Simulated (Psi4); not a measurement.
Input for Psi4: SAPT0/jun-cc-pV(D+d)Z on C3H8Si (a complex), monomers drawn apart or pushed together.

```
memory 1800 MB

molecule dimer {
0 1
Si   -0.11372650    0.34635933    0.25170493
H     1.22810016    0.62145495    0.80930205
H    -0.01520119    0.24655025   -1.22423471
H    -1.03985490    1.44551966    0.60097186
H    -0.62711920   -0.93334844    0.78729461
--
0 1
C    -0.39450921    0.86145370    4.35500405
C     0.11067610   -0.33661963    4.36968041
C     0.61572115   -1.53393571    4.37143214
H     0.23208092    1.73439944    4.21291840
H    -1.45801276    1.02614062    4.48343265
H     0.70734687   -2.10327648    3.45356358
H     0.96001963   -2.00004751    5.28725600
units angstrom
symmetry c1
no_reorient
no_com
}

set {
  basis jun-cc-pV(D+d)Z
  scf_type df
  freeze_core true
}

energy('sapt0')
```

Output:

```
[...]
==> Input File <==

--------------------------------------------------------------------------
memory 1800 MB

molecule dimer {
0 1
Si   -0.11372650    0.34635933    0.25170493
H     1.22810016    0.62145495    0.80930205
H    -0.01520119    0.24655025   -1.22423471
H    -1.03985490    1.44551966    0.60097186
H    -0.62711920   -0.93334844    0.78729461
--
0 1
C    -0.39450921    0.86145370    4.35500405
C     0.11067610   -0.33661963    4.36968041
C     0.61572115   -1.53393571    4.37143214
H     0.23208092    1.73439944    4.21291840
H    -1.45801276    1.02614062    4.48343265
H     0.70734687   -2.10327648    3.45356358
H     0.96001963   -2.00004751    5.28725600
units angstrom
symmetry c1
no_reorient
no_com
}

set {
  basis jun-cc-pV(D+d)Z
  scf_type df
  freeze_core true
}

energy('sapt0')
--------------------------------------------------------------------------


   => Loading Basis Set <=

    Name: JUN-CC-PV(D+D)Z
    Role: ORBITAL
    Keyword: BASIS
    atoms 1         entry SI         line   566 file jun-cc-pv_dpd_z.gbs
    atoms 2-5, 9-12 entry H          line    60 file jun-cc-pv_dpd_z.gbs
    atoms 6-8       entry C          line   188 file jun-cc-pv_dpd_z.gbs

   => Loading Basis Set <=

    Name: JUN-CC-PV(D+D)Z
    Role: ORBITAL
    Keyword: BASIS
    atoms 1         entry SI         line   566 file jun-cc-pv_dpd_z.gbs
    atoms 2-5, 9-12 entry H          line    60 file jun-cc-pv_dpd_z.gbs
    atoms 6-8       entry C          line   188 file jun-cc-pv_dpd_z.gbs


  //>>>>>>>>>>>>>>>>>>>>>>>>>>>>>>>>>>>//
  //              Dimer HF             //
  //<<<<<<<<<<<<<<<<<<<<<<<<<<<<<<<<<<<//

   => Libint2 <=

    Primary   basis highest AM E, G, H:  7, 6, 3
    Auxiliary basis highest AM E, G, H:  7, 7, 4
    Onebody   basis highest AM E, G, H:  -, -, -
    Solid Harmonics ordering:            Gaussian


   => Loading Basis Set <=

    Name: JUN-CC-PV(D+D)Z
    Role: ORBITAL
    Keyword: BASIS
    atoms 1         entry SI         line   566 file jun-cc-pv_dpd_z.gbs
    atoms 2-5, 9-12 entry H          line    60 file jun-cc-pv_dpd_z.gbs
    atoms 6-8       entry C          line   188 file jun-cc-pv_dpd_z.gbs


         ---------------------------------------------------------
                                   SCF
               by Justin Turney, Rob Parrish, Andy Simmonett
                          and Daniel G. A. Smith
                              RHF Reference
                        1 Threads,   1716 MiB Core
         ---------------------------------------------------------

  ==> Geometry <==

    Molecular point group: c1
    Full point group: C1

    Geometry (in Angstrom), charge = 0, multiplicity = 1:

       Center              X                  Y                   Z               Mass
    ------------   -----------------  -----------------  -----------------  -----------------
         SI          -0.113726500000     0.346359330000     0.251704930000    27.976926534650
         H            1.228100160000     0.621454950000     0.809302050000     1.007825032230
         H           -0.015201190000     0.246550250000    -1.224234710000     1.007825032230
         H           -1.039854900000     1.445519660000     0.600971860000     1.007825032230
         H           -0.627119200000    -0.933348440000     0.787294610000     1.007825032230
         C           -0.394509210000     0.861453700000     4.355004050000    12.000000000000
         C            0.110676100000    -0.336619630000     4.369680410000    12.000000000000
         C            0.615721150000    -1.533935710000     4.371432140000    12.000000000000
         H            0.232080920000     1.734399440000     4.212918400000     1.007825032230
         H           -1.458012760000     1.026140620000     4.483432650000     1.007825032230
         H            0.707346870000    -2.103276480000     3.453563580000     1.007825032230
         H            0.960019630000    -2.000047510000     5.287256000000     1.007825032230

  Running in c1 symmetry.

  Rotational constants: A =      0.25361  B =      0.02164  C =      0.02016 [cm^-1]
  Rotational constants: A =   7602.89562  B =    648.76772  C =    604.49797 [MHz]
  Nuclear repulsion =  128.886347078250196

  Charge       = 0
  Multiplicity = 1
  Electrons    = 40
  Nalpha       = 20
  Nbeta        = 20

  ==> Algorithm <==

  SCF Algorithm Type is DF.
  DIIS enabled.
  MOM disabled.
  Fractional occupation disabled.
  Guess Type is SAD.
  Energy threshold   = 1.00e-08
  Density threshold  = 1.00e-08
  Integral threshold = 1.00e-12

  ==> Primary Basis <==

  Basis Set: JUN-CC-PV(D+D)Z
    Blend: JUN-CC-PV(D+D)Z
    Number of shells: 59
    Number of basis functions: 121
    Number of Cartesian functions: 126
    Spherical Harmonics?: true
    Max angular momentum: 2

   => Loading Basis Set <=

    Name: (JUN-CC-PV(D+D)Z AUX)
    Role: JKFIT
    Keyword: DF_BASIS_SCF
    atoms 1         entry SI         line   506 file jun-cc-pvdz-jkfit.gbs
    atoms 2-5, 9
[...]
A      6.653028   115A      6.719469   116A      6.719918
     117A      6.721058   118A     14.146171   119A     14.150979
     120A     14.177274   121A    103.601774

    Final Occupation by Irrep:
              A
    DOCC [    11 ]
    NA   [    11 ]
    NB   [    11 ]

  @DF-RHF Final Energy:  -115.87491905606733

   => Energetics <=

    Nuclear Repulsion Energy =             59.4234127634586429
    One-Electron Energy =                -272.3470025439157212
    Two-Electron Energy =                  97.0486707243897371
    Total Energy =                       -115.8749190560673270

Computation Completed


Properties will be evaluated at   0.000000,   0.000000,   0.000000 [a0]

Properties computed using the SCF density matrix


 Multipole Moments:

 ------------------------------------------------------------------------------------
     Multipole            Electronic (a.u.)      Nuclear  (a.u.)        Total (a.u.)
 ------------------------------------------------------------------------------------

 L = 1.  Multiply by 2.5417464519 to convert [e a0] to [Debye]
 Dipole X            :         -4.5971578            4.5972556            0.0000978
 Dipole Y            :         13.9785092          -13.9790483           -0.0005391
 Dipole Z            :       -181.4440842          181.4399190           -0.0041653
 Magnitude           :                                                    0.0042011

 ------------------------------------------------------------------------------------

  Constructing Basis Sets for SAPT...

   => Loading Basis Set <=

    Name: (JUN-CC-PV(D+D)Z AUX)
    Role: RIFIT
    Keyword: DF_BASIS_SAPT
    atoms 1         entry SI         line   376 file jun-cc-pvdz-ri.gbs
    atoms 2-5, 9-12 entry H          line    30 file jun-cc-pvdz-ri.gbs
    atoms 6-8       entry C          line   100 file jun-cc-pvdz-ri.gbs

   => Loading Basis Set <=

    Name: (JUN-CC-PV(D+D)Z AUX)
    Role: JKFIT
    Keyword: DF_BASIS_ELST
    atoms 1         entry SI         line   506 file jun-cc-pvdz-jkfit.gbs
    atoms 2-5, 9-12 entry H          line    70 file jun-cc-pvdz-jkfit.gbs
    atoms 6-8       entry C          line   146 file jun-cc-pvdz-jkfit.gbs


  //>>>>>>>>>>>>>>>>>>>>>>>>>>>>>>>>>>>//
  //               SAPT0               //
  //<<<<<<<<<<<<<<<<<<<<<<<<<<<<<<<<<<<//



        SAPT0
    Ed Hohenstein
     6 June 2009

      Orbital Information
  --------------------------
    NSO        =       121
    NMO        =       121
    NRI        =       392
    NRI (Elst) =       542
    NOCC A     =         9
    NOCC B     =        11
    FOCC A     =         5
    FOCC B     =         3
    NVIR A     =       112
    NVIR B     =       110

    Elst10,r            =    -0.000918267053 [Eh]
    Exch10              =     0.001107063014 [Eh]
    Exch10 (S^2)        =     0.001105914043 [Eh]

    Maxiter = 50
    CPHF R converge = 1.000000E-08

    Iter     Energy [mEh]          dE [mEh]         Residual      Time [s]
       1      -0.08096888       0.080968879     1.075532e-03             0
       2      -0.09316318       0.012194303     1.739914e-04             0
       3      -0.09338848       0.000225299     3.528341e-05             0
       4      -0.09324022      -0.000148264     4.253912e-06             0
       5      -0.09325896       0.000018744     7.998030e-07             0
       6      -0.09325740      -0.000001555     1.723359e-07             0
       7      -0.09325735      -0.000000050     3.063761e-08             0
       8      -0.09325741       0.000000059     3.884118e-09             0

    CHF Iterations converged

    Maxiter = 50
    CPHF R converge = 1.000000E-08

    Iter     Energy [mEh]          dE [mEh]         Residual      Time [s]
       1      -0.29369543       0.293695425     2.141020e-03             0
       2      -0.36816406       0.074468633     4.759790e-04             0
       3      -0.36799631      -0.000167750     2.150693e-04             0
       4      -0.36671207      -0.001284235     5.382324e-05             0
       5      -0.36676614       0.000054070     1.781482e-05             0
       6      -0.36685880       0.000092661     4.300712e-06             0
       7      -0.36683512      -0.000023688     9.524933e-07             0
       8      -0.36683673       0.000001614     2.576112e-07             0
       9      -0.36683740       0.000000672     7.296273e-08             0
      10      -0.36683733      -0.000000071     2.634643e-08             0
      11      -0.36683727      -0.000000062     8.176654e-09             0

    CHF Iterations converged

    Ind20,r (A<-B)      =    -0.000093257413 [Eh]
    Ind20,r (B<-A)      =    -0.000366837269 [Eh]
    Ind20,r             =    -0.000460094682 [Eh]
    Exch-Ind20,r (A<-B) =     0.000066378369 [Eh]
    Exch-Ind20,r (B<-A) =     0.000322569263 [Eh]
    Exch-Ind20,r        =     0.000388947632 [Eh]
    Disp20              =    -0.001562471120 [Eh]
    Disp20 (SS)         =    -0.000781235560 [Eh]
    Disp20 (OS)         =    -0.000781235560 [Eh]
    Exch-Disp20         =     0.000105355587 [Eh]
    Exch-Disp20 (SS)    =     0.000061752446 [Eh]
    Exch-Disp20 (OS)    =     0.000043603141 [Eh]

    SAPT Results
  --------------------------------------------------------------------------------------------------------
    Electrostatics                 -0.91826705 [mEh]      -0.57622128 [kcal/mol]      -2.41090981 [kJ/mol]
      Elst10,r                     -0.91826705 [mEh]      -0.57622128 [kcal/mol]      -2.41090981 [kJ/mol]

    Exchange                        1.10706301 [mEh]       0.69469253 [kcal/mol]       2.90659354 [kJ/mol]
      Exch10                        1.10706301 [mEh]       0.69469253 [kcal/mol]       2.90659354 [kJ/mol]
      Exch10(S^2)                   1.10591404 [mEh]       0.69397154 [kcal/mol]       2.90357692 [kJ/mol]

    Induction                      -0.16485846 [mEh]      -0.10345025 [kcal/mol]      -0.43283584 [kJ/mol]
      Ind20,r                      -0.46009468 [mEh]      -0.28871377 [kcal/mol]      -1.20797842 [kJ/mol]
      Exch-Ind20,r                  0.38894763 [mEh]       0.24406832 [kcal/mol]       1.02118187 [kJ/mol]
      delta HF,r (2)               -0.09371141 [mEh]      -0.05880480 [kcal/mol]      -0.24603928 [kJ/mol]

    Dispersion                     -1.45711553 [mEh]      -0.91435380 [kcal/mol]      -3.82565630 [kJ/mol]
      Disp20                       -1.56247112 [mEh]      -0.98046543 [kcal/mol]      -4.10226736 [kJ/mol]
      Exch-Disp20                   0.10535559 [mEh]       0.06611163 [kcal/mol]       0.27661106 [kJ/mol]
      Disp20 (SS)                  -0.78123556 [mEh]      -0.49023272 [kcal/mol]      -2.05113368 [kJ/mol]
      Disp20 (OS)                  -0.78123556 [mEh]      -0.49023272 [kcal/mol]      -2.05113368 [kJ/mol]
      Exch-Disp20 (SS)              0.06175245 [mEh]       0.03875025 [kcal/mol]       0.16213103 [kJ/mol]
      Exch-Disp20 (OS)              0.04360314 [mEh]       0.02736138 [kcal/mol]       0.11448003 [kJ/mol]

  Total HF                          0.02393750 [mEh]       0.01502101 [kcal/mol]       0.06284789 [kJ/mol]
  Total SAPT0                      -1.43317804 [mEh]      -0.89933279 [kcal/mol]      -3.76280841 [kJ/mol]

  Special recipe for scaled SAPT0 (see Manual):
    Electrostatics sSAPT0          -0.91826705 [mEh]      -0.57622128 [kcal/mol]      -2.41090981 [kJ/mol]
    Exchange sSAPT0                 1.10706301 [mEh]       0.69469253 [kcal/mol]       2.90659354 [kJ/mol]
    Induction sSAPT0               -0.16364493 [mEh]      -0.10268875 [kcal/mol]      -0.42964971 [kJ/mol]
    Dispersion sSAPT0              -1.45678682 [mEh]      -0.91414753 [kcal/mol]      -3.82479327 [kJ/mol]
  Total sSAPT0                     -1.43163579 [mEh]      -0.89836502 [kcal/mol]      -3.75875925 [kJ/mol]
  --------------------------------------------------------------------------------------------------------



*** Psi4 exiting successfully. Buy a developer a beer!
```

The run finished.

Cost: roughly 11 core-seconds.
